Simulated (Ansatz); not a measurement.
Relaxation of AlClH₆O₄Sn (13 atoms, charge 0, multiplicity 1), to a largest force component of 0.03 eV/Å in at most 50 steps.

These are results of Ansatz, RHF/def2-SVP, not measurements.

```xyz
13
Properties=species:S:1:pos:R:3:forces:R:3
Sn 0.376 0.225 -0.189 0.35 0.14 0.29
Cl -1.391 0.328 2.962 1.08 0.74 -0.14
O 1.628 0.002 -1.656 -0.07 0.05 -0.01
H 1.867 -0.877 -1.907 0.01 -0.03 0.01
O -1.014 1.490 -0.653 0.06 -0.02 0.02
H -1.533 1.319 -1.423 -0.02 0.01 -0.04
O -0.263 -1.547 0.250 -0.08 -0.04 -0.02
H -0.824 -1.617 1.009 0.03 -0.02 -0.01
O 1.380 1.017 1.279 -0.20 -0.04 -0.25
Al 2.937 1.544 1.735 0.00 -0.08 -0.09
H 4.156 0.557 1.551 -0.06 0.05 0.02
H 3.091 2.985 2.347 -0.02 -0.02 0.03
H -0.289 1.021 2.723 -1.08 -0.74 0.18
```

Problem. Where does it end, and by what steps?

Solution. It converged. The force dipped under the threshold on the way, but the program's further checks kept it going. After 38 steps the energy has fallen by 0.117 eV; H11 moved furthest, 2.25 Å.

```csv
step,energy less start (eV),largest force component (eV/Å),accepted
0,0.0000,1.081,yes
2,-0.0220,1.209,yes
4,-0.0579,0.066,yes
6,-0.0679,0.107,yes
8,-0.0708,0.218,no
10,-0.0802,0.035,yes
12,-0.0837,0.238,yes
14,-0.0912,0.055,yes
16,-0.0902,0.292,no
18,-0.0991,0.036,yes
20,-0.0981,0.283,no
22,-0.1050,0.128,yes
24,-0.1068,0.177,no
26,-0.1114,0.072,yes
28,-0.1133,0.125,yes
30,-0.1154,0.045,yes
32,-0.1162,0.032,yes
34,-0.1165,0.019,yes
36,-0.1167,0.058,yes
38,-0.1170,0.023,yes
```

```xyz
13
Properties=species:S:1:pos:R:3
Sn 0.402 0.142 -0.286
Cl -0.806 0.012 3.574
O 1.600 -0.725 -1.537
H 1.562 -1.668 -1.598
O -0.380 1.708 -1.111
H -0.670 1.655 -2.010
O -0.882 -1.196 0.263
H -1.286 -1.113 1.116
O 1.351 0.827 1.256
Al 2.639 1.857 1.699
H 3.537 2.484 0.572
H 2.853 2.108 3.237
H 0.203 0.355 2.856
```

Whether the end is a true minimum wasn't checked by a vibrational analysis.

Time of the run: 81 s on 4 threads of Arm Neoverse V2 (shared host), peak memory 0.44 GiB.
